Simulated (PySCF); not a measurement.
Choosing a basis for TDDFT

Trichlorogallium, GaCl₃.
SMILES: `[Cl][Ga]([Cl])[Cl]`

TDDFT with PBE0 (PySCF), vertical singlets, core orbitals frozen in the response, spherical d and f functions. Geometry: PBE0-D3(BJ)/def2-SVP; no solvent, vibrations or thermal averaging. Relativistic effects, spin–orbit coupling among them, are left out although an element past zinc is present.

| basis | functions | diffuse | S1 (eV) | S2 (eV) | S3 (eV) | S4 (eV) | S5 (eV) | LUMO (eV) | α (au) |
| --- | --- | --- | --- | --- | --- | --- | --- | --- | --- |
| 6-31G* | 86 | no | 5.82 | 6.10 | 6.11 | 6.26 | 6.27 | -2.21 | 52.1 |
| def2-SVP | 86 | no | 5.99 | 6.25 | 6.27 | 6.41 | 6.43 | -1.87 | 48.3 |
| aug-cc-pVDZ | 117 | yes | 5.85 | 6.11 | 6.13 | 6.28 | 6.29 | -2.25 | 66.4 |
| def2-SVPD | 119 | yes | 5.88 | 6.16 | 6.17 | 6.31 | 6.32 | -2.29 | 67.0 |
| def2-TZVP | 159 | no | 5.99 | 6.24 | 6.26 | 6.38 | 6.40 | -2.02 | 60.1 |
| def2-TZVPD | 192 | yes | 5.93 | 6.18 | 6.19 | 6.32 | 6.33 | -2.16 | 68.1 |
| aug-cc-pVTZ | 209 | yes | 5.93 | 6.18 | 6.19 | 6.33 | 6.34 | -2.16 | 67.9 |

Problem. Compare the sets with the largest diffuse one.

Solution. States are compared by their number. Against the largest diffuse basis here (aug-cc-pVTZ, itself not a converged limit), sets without diffuse functions differ by up to 0.11 eV in S1 and 0.09 eV in S5; the smaller diffuse sets differ by up to 0.08 and 0.05 eV. State by state, the largest deviation of a set without diffuse functions is S1 0.11, S2 0.08, S3 0.08, S4 0.09, S5 0.09 eV. The same number needn't mean the same state in each row. Against aug-cc-pVTZ the polarisability deviates by -23% in 6-31G*, -29% in def2-SVP, -2% in aug-cc-pVDZ, -1% in def2-SVPD, -12% in def2-TZVP, 0% in def2-TZVPD.
